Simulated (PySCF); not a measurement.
# Static response to an electric field

C5H6OS.
Atom-mapped SMILES: `[CH:1]#[C:2][C:3](=[CH2:4])[S@@:5]([CH3:6])=[O:7]` (hydrogens: H8 on C1; H9, H10 on C4; H11, H12, H13 on C6)

Geometry (GFN2-xTB, Å), atoms numbered from 1 in this order:
```xyz
13
C5H6OS angstrom
C     -1.5912   -2.1200   -0.0929
C     -1.2231   -0.9923    0.1028
C     -0.7194    0.2933    0.3410
C     -1.3160    1.4504    0.1002
S      0.9620    0.3300    1.1118
C      1.7853   -0.2909   -0.4255
O      1.3061    1.7466    1.2135
H     -1.9479   -3.0914   -0.2644
H     -0.7971    2.3632    0.3478
H     -2.2973    1.5270   -0.3366
H      1.3953   -1.2777   -0.6470
H      2.8517   -0.3371   -0.2301
H      1.5872    0.3993   -1.2383
```

Level: B3LYP/def2-SVPD (PySCF), static field, nuclei fixed, core orbitals frozen in the response. The polarisability tensor in these axes (au):

```
x    89.75   5.42   4.67
y     5.42 106.11   7.72
z     4.67   7.72  64.87
```

Q: Diagonalise the tensor; give its mean and Δα, where Δα² is half the sum of the squared differences of the eigenvalues.

A: Principal values 62.96, 88.30 and 109.47 au; mean 86.91 au = 12.88 Å³ = 14.33 × 10⁻⁴⁰ C²·m²/J; Δα = 40.33 au (46 % of the mean).

Q: What is the dipole moment, and where does it point?

A: (-1.00, -2.63, -1.94) D, 3.41 D in size, pointing from the negative to the positive side. Measured along this direction, the outermost atoms are O7 at the negative end and H8 at the positive end.

Q: Find the Langevin capture rate constant for O2+ (31.990 u) meeting this molecule (114.014 u), k = 2.342 × 10⁻⁹ cm³/s × √(α in Å³ / reduced mass in u).

A: The reduced mass is 24.98 u, so k = 1.68 × 10⁻⁹ cm³/s. The formula leaves out the permanent dipole, which adds to the capture rate.

Q: Traceless (Buckingham) quadrupole moment about the centre of nuclear charge: eigenvalues?

A: -6.54, -0.81, 7.35 D·Å. The values depend on the origin, since the dipole doesn't vanish. The electronic extent ⟨r²⟩ about the same centre is 902 bohr², a root-mean-square distance of 2.05 Å for the 60 electrons.

Q: Along which axes do the principal values lie, and how far do the nuclei extend along each?

A: Largest value along (0.30, 0.93, 0.19), where the nuclei span 5.79 Å; middle along (0.94, -0.32, 0.08), 5.47 Å; least along (-0.14, -0.16, 0.98), 2.40 Å. The response follows the extents in order.

Q: How large is μ²/3kT at 500 K beside α?

A: In Gaussian units μ²/3kT = 56.29 Å³ against 12.88 Å³, a ratio of 4.37; the Debye molar polarisation (4π/3)N_A(α + μ²/3kT) is 174.5 cm³/mol, leaving out the vibrational part.

Geometry: GFN2-xTB, one conformer, isolated molecule.
